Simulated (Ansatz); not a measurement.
A CCSD(T) single point on C2H10InP, SMILES `[CH3][InH-]([CH3])[PH3+]`.

```yaml
crystal:
  periodic: [false, false, false]
  atoms:
    - {symbol: C, position_ang: [-1.015705, 1.677873, -0.983620]}
    - {symbol: In, position_ang: [-0.163319, 0.647439, 0.727436]}
    - {symbol: C, position_ang: [1.989765, 0.389275, 0.844280]}
    - {symbol: P, position_ang: [-0.725153, -1.978461, -0.200936]}
    - {symbol: H, position_ang: [-0.476608, 1.433768, -1.900982]}
    - {symbol: H, position_ang: [-0.944956, 2.757566, -0.830971]}
    - {symbol: H, position_ang: [-2.069992, 1.428417, -1.115634]}
    - {symbol: H, position_ang: [-1.122876, 0.454118, 2.168718]}
    - {symbol: H, position_ang: [2.445864, 1.304111, 1.230413]}
    - {symbol: H, position_ang: [2.418252, 0.191641, -0.140134]}
    - {symbol: H, position_ang: [2.258305, -0.426716, 1.517498]}
    - {symbol: H, position_ang: [-0.365213, -3.096551, 0.583072]}
    - {symbol: H, position_ang: [-0.181806, -2.444037, -1.419106]}
    - {symbol: H, position_ang: [-2.059457, -2.367642, -0.451237]}
basis:
  gaussian: {orbitals: def2-TZVPP}
correlation: {method: ccsd_t}
output: {orbitals: {seedname: orbitals}}
```

```sh
$ ansatz run in.yaml --threads 4 --pin off --events-out ev --progress --plain --max-ram 11315MiB
```

Log, shortened:

```
Functional definition: HF
1847 factors; integrals over basis functions are off by at most 1.2e-3 eV
mean field evaluation 1: about -16635.4318 eV, gradient 4.0e1 eV
mean field evaluation 2: about -16635.5250 eV, gradient 4.0e1 eV
mean field evaluation 4: about -16640.0442 eV, gradient 3.6e0 eV
mean field evaluation 8: about -16640.1131 eV, gradient 2.3e-1 eV
mean field -16640.11340657 eV, -611.5128886176 hartree, gradient 7.0e-6 eV, S^2 0.000000; 0 other end points of the search recorded, 0 dependent functions left out
11 core orbitals not correlated: weight in the atoms' cores, before any rotation towards them, 1.000 or more for the frozen orbitals, at most 0.000 for the correlated occupied ones
reference -16640.11340657 eV, -611.5128886176 hartree; 18, 18 occupied and 265, 265 virtual orbitals, 1847 factors
second order -22.96102291 eV of doubles, -0.00000000 eV of singles
cycle   1  -23.70497776 eV  change   -7.4e-1 eV  update   1.1e-1
cycle   2  -24.34291876 eV  change   -6.4e-1 eV  update   3.2e-2
cycle   3  -24.43660835 eV  change   -9.4e-2 eV  update   1.4e-2
cycle   4  -24.42845717 eV  change    8.2e-3 eV  update   3.7e-3
cycle   5  -24.42758249 eV  change    8.7e-4 eV  update   1.5e-3
cycle   6  -24.42752457 eV  change    5.8e-5 eV  update   4.1e-4
cycle   7  -24.42736298 eV  change    1.6e-4 eV  update   1.5e-4
cycle   8  -24.42737356 eV  change   -1.1e-5 eV  update   5.0e-5
cycle   9  -24.42739161 eV  change   -1.8e-5 eV  update   1.7e-5
perturbative correction -0.85635054 eV, -0.0314703020 hartree
Total energy: -16665.39714872 eV, -612.4420490037 hartree
```

It took 11 min on 4 threads of an Arm Neoverse N1 on a shared host, with 10 GiB of host memory at the peak.

Correlation energy per correlated electron: -0.702 eV. T1 diagnostic: 0.0122.
